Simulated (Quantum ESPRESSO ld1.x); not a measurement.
ld1.x (Quantum ESPRESSO 7.5) input

```
 &input
    atom='Tb',
    iswitch=1,
    rel=1,
    lsd=1,
    dft='PW',
    config='[Kr] 4d10 4f7 5s2 5p5 6s0 5d0',
    verbosity='high',
    prefix='ld1',
    max_out_wfc=37,
    file_charge='ld1.rho',
 /
```

Command: `OMP_NUM_THREADS=1 ld1.x < ld1.in > ld1.out`

Standard output:

```
     Program LD1 v.7.5 starts

     --------------------------- All-electron run ----------------------------

     scalar relativistic calculation

     atomic number is 65.00
     dft =PW   lsd =1 sic =0 latt =0  beta=0.20 tr2=1.0E-14
     Exchange-correlation= PW
                           (   1   4   0   0   0   0   0)
     mesh =2099 r(mesh) = 100.44524 a.u. xmin = -8.00 dx = 0.00800
     1 Ry =  13.60569312 eV, c = 137.03599908

     n l     nl                  e(Ry)          e(Ha)          e(eV)
     1 0     1S 1( 1.00)   -3813.390424110   -1906.695212055 -51883.8198686
     2 0     2S 1( 1.00)    -636.568553819    -318.284276910  -8660.9563950
     2 1     2P 1( 3.00)    -566.447912329    -283.223956165  -7706.9164653
     3 0     3S 1( 1.00)    -145.388996498     -72.694498249  -1978.1180698
     3 1     3P 1( 3.00)    -123.766064940     -61.883032470  -1683.9230986
     4 0     4S 1( 1.00)     -33.122395692     -16.561197846   -450.6531513
     4 1     4P 1( 3.00)     -25.973510130     -12.986755065   -353.3876082
     3 2     3D 1( 5.00)     -95.507200903     -47.753600451  -1299.4416665
     4 2     4D 1( 5.00)     -16.153134116      -8.076567058   -219.7745858
     4 3     4F 1( 7.00)      -5.408321211      -2.704160605    -73.5839587
     5 0     5S 1( 1.00)      -8.127588215      -4.063794108   -110.5814711
     5 1     5P 1( 3.00)      -6.226105615      -3.113052807    -84.7104823
     6 0     6S 1( 0.00)      -3.139697702      -1.569848851    -42.7177634
     5 2     5D 1( 0.00)      -3.802660117      -1.901330058    -51.7378266
     1 0     1S 2( 1.00)   -3813.383871254   -1906.691935627 -51883.7307125
     2 0     2S 2( 1.00)    -636.555304762    -318.277652381  -8660.7761324
     2 1     2P 2( 3.00)    -566.435710260    -283.217855130  -7706.7504477
     3 0     3S 2( 1.00)    -145.155311630     -72.577655815  -1974.9386252
     3 1     3P 2( 3.00)    -123.533655306     -61.766827653  -1680.7610045
     4 0     4S 2( 1.00)     -32.627492588     -16.313746294   -443.9196515
     4 1     4P 2( 3.00)     -25.485052740     -12.742526370   -346.7418068
     3 2     3D 2( 5.00)     -95.324717271     -47.662358635  -1296.9588502
     4 2     4D 2( 5.00)     -15.673835585      -7.836917793   -213.2533970
     4 3     4F 2( 0.00)      -4.957520063      -2.478760031    -67.4504966
     5 0     5S 2( 1.00)      -7.837339400      -3.918669700   -106.6324348
     5 1     5P 2( 2.00)      -5.986345515      -2.993172757    -81.4483800
     6 0     6S 2( 0.00)      -3.073667545      -1.536833773    -41.8193774
     5 2     5D 2( 0.00)      -3.651283670      -1.825641835    -49.6782451

     final scf error:  3.2E-15 reached in  27 iterations

     Etot =  -23391.221100 Ry,  -11695.610550 Ha, -318253.776061 eV
     Total magnetization:    8.00 Bohr mag.

     Ekin =   25173.630144 Ry,   12586.815072 Ha,  342504.686524 eV
     Encl =  -56876.058831 Ry,  -28438.029416 Ha, -773838.202503 eV
     Eh   =    8803.344565 Ry,    4401.672283 Ha,  119775.604612 eV
     Exc  =    -492.136978 Ry,    -246.068489 Ha,   -6695.864695 eV

     normalization and overlap integrals

     s(1S/1S) =  1.000000  <r> =   0.0215  <r2> =    0.0006  r(max) =   0.0136
     s(1S/2S) = -0.023727
     s(1S/3S) = -0.010286
     s(1S/4S) = -0.004983
     s(1S/5S) = -0.002168
     s(1S/6S) = -0.001087
     s(2S/2S) =  1.000000  <r> =   0.0916  <r2> =    0.0099  r(max) =   0.0774
     s(2S/3S) = -0.006471
     s(2S/4S) = -0.002998
     s(2S/5S) = -0.001293
     s(2S/6S) = -0.000647
     s(2P/2P) =  1.000000  <r> =   0.0809  <r2> =    0.0080  r(max) =   0.0629
     s(2P/3P) = -0.005205
     s(2P/4P) = -0.002282
     s(2P/5P) = -0.000918
     s(3S/3S) =  1.000000  <r> =   0.2397  <r2> =    0.0657  r(max) =   0.2208
     s(3S/4S) = -0.002118
     s(3S/5S) = -0.000885
     s(3S/6S) = -0.000440
     s(3P/3P) =  1.000000  <r> =   0.2384  <r2> =    0.0659  r(max) =   0.2156
     s(3P/4P) = -0.001806
     s(3P/5P) = -0.000705
     s(4S/4S) =  1.000000  <r> =   0.5403  <r2> =    0.3295  r(max) =   0.5034
     s(4S/5S) = -0.000603
     s(4S/6S) = -0.000294
     s(4P/4P) =  1.000000  <r> =   0.5716  <r2> =    0.3715  r(max) =   0.5281
     s(4P/5P) = -0.000485
     s(3D/3D) =  1.000000  <r> =   0.2168  <r2> =    0.0552  r(max) =   0.1765
     s(3D/4D) = -0.001303
     s(3D/5D) = -0.000427
     s(4D/4D) =  1.000000  <r> =   0.6178  <r2> =    0.4423  r(max) =   0.5453
     s(4D/5D) = -0.000315
     s(4F/4F) =  1.000000  <r> =   0.7626  <r2> =    0.7231  r(max) =   0.5410
     s(5S/5S) =  1.000000  <r> =   1.2457  <r2> =    1.7353  r(max) =   1.1475
     s(5S/6S) = -0.000164
     s(5P/5P) =  1.000000  <r> =   1.4048  <r2> =    2.2143  r(max) =   1.2733
     s(6S/6S) =  1.000000  <r> =   2.5985  <r2> =    7.4996  r(max) =   2.4933
     s(5D/5D) =  1.000000  <r> =   1.7870  <r2> =    3.6082  r(max) =   1.5803
     s(1S/1S) =  1.000000  <r> =   0.0215  <r2> =    0.0006  r(max) =   0.0136
     s(1S/2S) = -0.023728
     s(1S/3S) = -0.010297
     s(1S/4S) = -0.004978
     s(1S/5S) = -0.002127
     s(1S/6S) = -0.001067
     s(2S/2S) =  1.000000  <r> =   0.0916  <r2> =    0.0099  r(max) =   0.0774
     s(2S/3S) = -0.006478
     s(2S/4S) = -0.002995
     s(2S/5S) = -0.001268
     s(2S/6S) = -0.000635
     s(2P/2P) =  1.000000  <r> =   0.0809  <r2> =    0.0080  r(max) =   0.0629
     s(2P/3P) = -0.005211
     s(2P/4P) = -0.002278
     s(2P/5P) = -0.000894
     s(3S/3S) =  1.000000  <r> =   0.2395  <r2> =    0.0656  r(max) =   0.2191
     s(3S/4S) = -0.002118
     s(3S/5S) = -0.000869
     s(3S/6S) = -0.000433
     s(3P/3P) =  1.000000  <r> =   0.2382  <r2> =    0.0657  r(max) =   0.2156
     s(3P/4P) = -0.001806
     s(3P/5P) = -0.000687
     s(4S/4S) =  1.000000  <r> =   0.5405  <r2> =    0.3297  r(max) =   0.5034
     s(4S/5S) = -0.000591
     s(4S/6S) = -0.000289
     s(4P/4P) =  1.000000  <r> =   0.5719  <r2> =    0.3720  r(max) =   0.5281
     s(4P/5P) = -0.000472
     s(3D/3D) =  1.000000  <r> =   0.2165  <r2> =    0.0551  r(max) =   0.1765
     s(3D/4D) = -0.001301
     s(3D/5D) = -0.000410
     s(4D/4D) =  1.000000  <r> =   0.6190  <r2> =    0.4443  r(max) =   0.5453
     s(4D/5D) = -0.000301
     s(4F/4F) =  1.000000  <r> =   0.7807  <r2> =    0.7653  r(max) =   0.5453
     s(5S/5S) =  1.000000  <r> =   1.2619  <r2> =    1.7815  r(max) =   1.1567
     s(5S/6S) = -0.000158
     s(5P/5P) =  1.000000  <r> =   1.4297  <r2> =    2.2944  r(max) =   1.2938
     s(6S/6S) =  1.000000  <r> =   2.6408  <r2> =    7.7476  r(max) =   2.5335
     s(5D/5D) =  1.000000  <r> =   1.8376  <r2> =    3.8143  r(max) =   1.6187

     ------------------------ End of All-electron run ------------------------
```

Run on one thread of a shared host, so times are rough (Intel(R) Xeon(R) Processor @ 2.60GHz): 0.86 s of CPU time, 0.93 s wall, 27 iterations on 2099 mesh points.
